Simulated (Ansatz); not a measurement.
`O=C=N[Si](F)(F)F` + `BCS` → `F[Si](F)(F)CS` + `BN=C=O`  (redistribution)

Computed with Ansatz on PBE0-D4/def2-TZVP structures; ΔE is electronic, products minus reactants. CBS: MP2 limit from def2 TZ/QZ plus the TZ coupled-cluster correction, frozen cores. Functionals use def2-TZVPP. Each species was taken in one conformer, which may not be the lowest.

```csv
species,PBE0-D4 energy (Eh)
`O=C=N[Si](F)(F)F`,-756.99927
`BCS`,-463.93412
`F[Si](F)(F)CS`,-1026.93300
`BN=C=O`,-194.00720
```

Task: Work out ΔE.

Result: ΔE = (-1026.93300) + (-194.00720) − (-756.99927) − (-463.93412) = -0.00681 Eh = -4.3 kcal/mol. CCSD(T)/CBS gives -2.8 kcal/mol.

Largest T1 diagnostic among the species: 0.017.

In def2-TZVPP, CCSD(T) changes the Hartree–Fock value by −3.1 kcal/mol (the triples alone add −0.8 kcal/mol) and MP2 by −3.1 kcal/mol. From PBE to PBE0 (25 % exact exchange), in def2-TZVPP and without D4, ΔE moves by +1.8 kcal/mol.
